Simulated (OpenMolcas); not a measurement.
## Sn+: effect of correlating more closed shells

```json
{
 "Program": "OpenMolcas 26.06",
 "Basis": "ANO-RCC [10s9p8d5f3g]",
 "Scalar Hamiltonian": "DKH2, point nucleus",
 "Active space": "1 electron in 9 orbitals (RAS2 5p; RAS3 5d 6s, at most 1 electron)",
 "State averaging": "2S+1 = 2 odd, 3 roots; 2S+1 = 2 even, 6 roots",
 "Spin-orbit coupling": "state interaction with AMFI integrals over the reference wave functions, term energies averaged over their components"
}
```

Methods on the same reference wave functions:
A. RASSCF
B. SS-RASPT2, IPEA 0.25 Eh, imaginary shift 0.1 Eh (closed shells correlated: 4d 5s)
C. SS-RASPT2, IPEA 0.25 Eh, imaginary shift 0.1 Eh (closed shells correlated: 4s 4p 4d 5s)

Energies in cm⁻¹ above 5s² 5p ²P°_1/2, the measured ground level; measured values from NIST Handbook of Basic Atomic Spectroscopic Data.

```json
{"Level": "5s² 5p ²P°_1/2", "A": "0.0", "B": "0.0", "C": "0.0", "Measured": "0.0"}
{"Level": "5s² 5p ²P°_3/2", "A": "3739", "B": "3740", "C": "3740", "Measured": "4251"}
{"Level": "5s² 6s ²S_1/2", "A": "54950", "B": "56290", "C": "56380", "Measured": "56886"}
{"Level": "5s² 5d ²D_3/2", "A": "64370", "B": "64460", "C": "64630", "Measured": "71406"}
{"Level": "5s² 5d ²D_5/2", "A": "64520", "B": "64610", "C": "64780", "Measured": "72048"}
```

Deviations, from unrounded energies. A percentage is the sum of absolute deviations over the sum of measured energies, with the sign that they share, or ± where signs differ.

```tsv
Against measurement	Levels	A	B	C
mean absolute deviation (cm-1)	4	4300	3900	3800
fine structure of the ground term (%)	1	-12.0	-12.0	-12.0
other configurations (%)	3	-8.2	-7.5	-7.3
```

B, C lie about equally close to measurement and A furthest from it. The largest miss of C in the table is 5s² 5d ²D_5/2, by -7300 cm-1. The ranking rests on the paired levels alone, and a cruder setting can come out closer through cancelling errors.

Between B and C the level of the table that moves most is 5s² 5d ²D_3/2, by 170 cm-1 (lowest in B, highest in C). Moves below CASPT2's spread within the term are not significant.

The mean deviations of B to C differ by less than CASPT2's widest spread within a term (260 cm-1), so their order carries little weight.

The lowest spin-free term lies below A's lowest term by 0.497 hartree in B, 0.775 hartree in C.

What an inner shell adds also hangs on whether the basis holds functions to correlate it.

CASPT2 does not keep the components of a term degenerate, so their means are used; among the terms shown or strongly mixed into the levels shown the widest spread is 260 cm-1 (5s² 5d ²D, C). ANO sets are built for valence states and can reach diffuse excited orbitals poorly, and with the s shell closed the s pⁿ⁺¹ terms that mix with these levels are absent. With one active electron the reference holds no correlation, so core polarisation is missing (holds for A). With one active electron, CASPT2 adds the correlation within the correlated inactive shells and between them and that electron, and leaves the splitting within a term as the reference gives it (holds for B; C). Measured partners are found by configuration, term and J. A level has none where our copy of the source lacks it or the pairing is in doubt (some pairs that miss far off the trend of their configuration count as doubtful), and it then counts in no deviation. Only configurations of the active space appear.

° marks odd parity.
